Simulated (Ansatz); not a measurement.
Total energies of CH₄B₂ClF, SMILES `CB(F)BCl`.

Z-matrix (Å, degrees):
```
C
B 1 1.561
H 1 1.092 2 112.9
H 1 1.093 2 112.9 3 124.9
H 1 1.098 2 107.6 3 -118.8
F 2 1.336 1 118.3 3 17.6
B 2 1.699 1 123.9 3 -164.2
Cl 7 1.748 2 118.7 1 -83.0
H 7 1.196 2 125.8 1 95.1
```

Total charge 0; spin multiplicity 1. The structure was optimised at the PBE0-D4/def2-TZVP level. It is one conformer, not always the lowest. Basis def2-TZVPP, Ansatz.

RPA on PBE orbitals: Hartree–Fock energy of these orbitals -648.62657 Eh, correlation -1.32307 Eh (frozen core).

```json
{"functional": "LDA (SPW92)", "energy without D4 (Eh)": "-647.34511", "D4 term (kJ/mol)": "–"}
{"functional": "PBE", "energy without D4 (Eh)": "-649.99492", "D4 term (kJ/mol)": "-15.6"}
{"functional": "BLYP", "energy without D4 (Eh)": "-650.36262", "D4 term (kJ/mol)": "-34.4"}
{"functional": "r2SCAN", "energy without D4 (Eh)": "-650.29077", "D4 term (kJ/mol)": "-3.9"}
{"functional": "B97M-V", "energy without D4 (Eh)": "-650.29391", "D4 term (kJ/mol)": "–"}
{"functional": "PBE0", "energy without D4 (Eh)": "-650.05387", "D4 term (kJ/mol)": "-13.2"}
{"functional": "B3LYP", "energy without D4 (Eh)": "-650.45284", "D4 term (kJ/mol)": "-25.1"}
{"functional": "r2SCANh", "energy without D4 (Eh)": "-650.28222", "D4 term (kJ/mol)": "-4.2"}
{"functional": "r2SCAN0", "energy without D4 (Eh)": "-650.27043", "D4 term (kJ/mol)": "-4.6"}
{"functional": "BHLYP", "energy without D4 (Eh)": "-650.34194", "D4 term (kJ/mol)": "-18.8"}
{"functional": "CAM-B3LYP", "energy without D4 (Eh)": "-650.35827", "D4 term (kJ/mol)": "-13.4"}
{"functional": "LC-ωPBE", "energy without D4 (Eh)": "-650.17421", "D4 term (kJ/mol)": "–"}
{"functional": "ωB97M-V", "energy without D4 (Eh)": "-650.32736", "D4 term (kJ/mol)": "–"}
{"functional": "B2PLYP", "energy without D4 (Eh)": "-650.15152", "D4 term (kJ/mol)": "–"}
```

Q: Give the same for revPBE, HSE06 (plane-wave form), ωB97X-V, PBE-QIDH. (An estimate is asked.)

A: Ansatz gave: 
```tsv
functional	energy without D4 (Eh)	D4 term (kJ/mol)
revPBE	-650.27477	-48.2
HSE06 (plane-wave form)	-650.03587	-12.3
ωB97X-V	-650.30013	–
PBE-QIDH	-649.94530	–
```

B3LYP takes the VWN-RPA correlation (the form of Gaussian; ORCA's B3LYP/G). HSE06 is the plane-wave form, built on full-range PBE exchange. The double hybrids freeze the cores in their second-order part.

LC-ωPBE has ω = 0.4 bohr⁻¹.
